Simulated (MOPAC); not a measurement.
Job for MOPAC: PM3 on GaH3S (SMILES [SH][GaH2]), a point of a torsion scan.

```
PM3 1SCF PRECISE CHARGE=0 THREADS=1
GaH3S

S      1.49484917 1    -0.61363871 1     0.46173340 1
Ga    -0.61714584 1     0.02305674 1     0.41373806 1
H      1.84824879 1     0.35188093 1    -0.38673993 1
H     -1.73981463 1    -0.69453292 1     1.23189530 1
H     -1.05270184 1     1.24687985 1    -0.46811971 1
```

Program output:

```
*******************************************************************************
 **                                                                           **
 **                              MOPAC v23.2.5                                **
 **                                                                           **
 *******************************************************************************
 ** MOPAC's Digital Object Identifier: https://doi.org/10.5281/zenodo.6511958 **
 **                                                                           **
 ** Please cite the open-source release paper for use of this MOPAC version:  **
 ** J. E. Moussa and J. J. P. Stewart (2026)                                  **
 ** MOPAC: An open-source semiempirical molecular orbital program             **
 ** J. Open Source Softw., 11(119), 8025, https://doi.org/10.21105/joss.08025 **
 *******************************************************************************

                              PM3 CALCULATION RESULTS

 *******************************************************************************
 *  PM3        - The PM3 Hamiltonian to be used
 *
 *
 *
 *                 CHARGE ON SYSTEM = 0
 *
 *
 *
 *  PRECISE    - TIGHTER CRITERIA TO BE USED
 *  1SCF       - DO 1 SCF AND THEN STOP
 *  THREADS=1  - MULTI-THREADING NOT USED
 *  T=         - A TIME OF 172800.0 SECONDS REQUESTED
 *  DUMP=N     - RESTART FILE WRITTEN EVERY 7200.0 SECONDS REQUESTED
 *******************************************************************************
PM3 1SCF PRECISE CHARGE=0 THREADS=1
 GaH3S

   ATOM   CHEMICAL          X               Y               Z
  NUMBER   SYMBOL      (ANGSTROMS)     (ANGSTROMS)     (ANGSTROMS)

     1       S          1.49484917  *  -0.61363871  *   0.46173340  *
     2      Ga         -0.61714584  *   0.02305674  *   0.41373806  *
     3       H          1.84824879  *   0.35188093  *  -0.38673993  *
     4       H         -1.73981463  *  -0.69453292  *   1.23189530  *
     5       H         -1.05270184  *   1.24687985  *  -0.46811971  *



          CARTESIAN COORDINATES

    NO.       ATOM           X           Y           Z

     1         S          1.4948     -0.6136      0.4617
     2        Ga         -0.6171      0.0231      0.4137
     3         H          1.8482      0.3519     -0.3867
     4         H         -1.7398     -0.6945      1.2319
     5         H         -1.0527      1.2469     -0.4681

  H: (PM3): J. J. P. STEWART, J. COMP. CHEM. 10, 209 (1989).
  S: (PM3): J. J. P. STEWART, J. COMP. CHEM. 10, 209 (1989).
 Ga: (PM3): J. J. P. STEWART, J. COMP. CHEM. 12, 320-341 (1991).

           Empirical Formula: H3 S Ga  =     5 atoms



      MOLECULAR POINT GROUP   :   Cs


      RHF CALCULATION, NO. OF DOUBLY OCCUPIED LEVELS = 6


 -------------------------------------------------------------------------------
 PM3 1SCF PRECISE CHARGE=0 THREADS=1
 GaH3S



     1SCF WAS SPECIFIED, SO BFGS WAS NOT USED
     SCF FIELD WAS ACHIEVED


                              PM3 CALCULATION
                                                       MOPAC v23.2.5 Linux




          FINAL HEAT OF FORMATION =         64.72442 KCAL/MOL =     270.80699 KJ/MOL


          COSMO AREA              =         94.69 SQUARE ANGSTROMS
          COSMO VOLUME            =         78.77 CUBIC ANGSTROMS

          IONIZATION POTENTIAL    =         10.683393 EV
          HOMO LUMO ENERGIES (EV) =        -10.683 -3.749
          NO. OF FILLED LEVELS    =          6
          MOLECULAR WEIGHT        =        104.8187         POINT GROUP:  Cs

          MOLECULAR DIMENSIONS (Angstroms)

            Atom       Atom       Distance
            H     4    H     3     4.07298
            H     5    S     1     2.97747
            S     1   Ga     2     0.00032


          SCF CALCULATIONS        =          1





   ATOM   CHEMICAL          X               Y               Z
  NUMBER   SYMBOL      (ANGSTROMS)     (ANGSTROMS)     (ANGSTROMS)

     1       S          1.49484917  *  -0.61363871  *   0.46173340  *
     2      Ga         -0.61714584  *   0.02305674  *   0.41373806  *
     3       H          1.84824879  *   0.35188093  *  -0.38673993  *
     4       H         -1.73981463  *  -0.69453292  *   1.23189530  *
     5       H         -1.05270184  *   1.24687985  *  -0.46811971  *

                             CARTESIAN COORDINATES

   1    S        1.494849170    -0.613638710     0.461733400
   2   Ga       -0.617145840     0.023056740     0.413738060
   3    H        1.848248790     0.351880930    -0.386739930
   4    H       -1.739814630    -0.694532920     1.231895300
   5    H       -1.052701840     1.246879850    -0.468119710


           Empirical Formula: H3 S Ga  =     5 atoms



      MOLECULAR POINT GROUP   :   Cs


                  EIGENVALUES
 -27.27512 -17.51343 -14.96952 -11.68117 -11.21954 -10.68339  -3.74940  -3.44853
  -0.90027   0.02071   0.25406


              NET ATOMIC CHARGES AND DIPOLE CONTRIBUTIONS

  ATOM NO.   TYPE          CHARGE      No. of ELECS.   s-Pop       p-Pop
    1          S           0.097633        5.9024     1.88652     4.01585
    2         Ga          -0.247409        3.2474     1.09974     2.14767
    3          H           0.017652        0.9823     0.98235
    4          H           0.078395        0.9216     0.92160
    5          H           0.053728        0.9463     0.94627
 DIPOLE           X         Y         Z       TOTAL
 POINT-CHG.     0.664    -0.225     0.035     0.702
 HYBRID        -0.050     1.061    -0.837     1.353
 SUM            0.614     0.836    -0.802     1.311


          ATOMIC ORBITAL ELECTRON POPULATIONS

     Atom    s        px        py        pz
    1  S   1.88652   1.34208   1.30085   1.37292
    2 Ga   1.09974   0.68184   0.77897   0.68686
    3  H   0.98235
    4  H   0.92160
    5  H   0.94627

 **********************
 *                    *
 * JOB ENDED NORMALLY *
 *                    *
 **********************




 == MOPAC DONE ==
```

The run finished.

Cost: about 0.03 core-seconds (a rough figure).
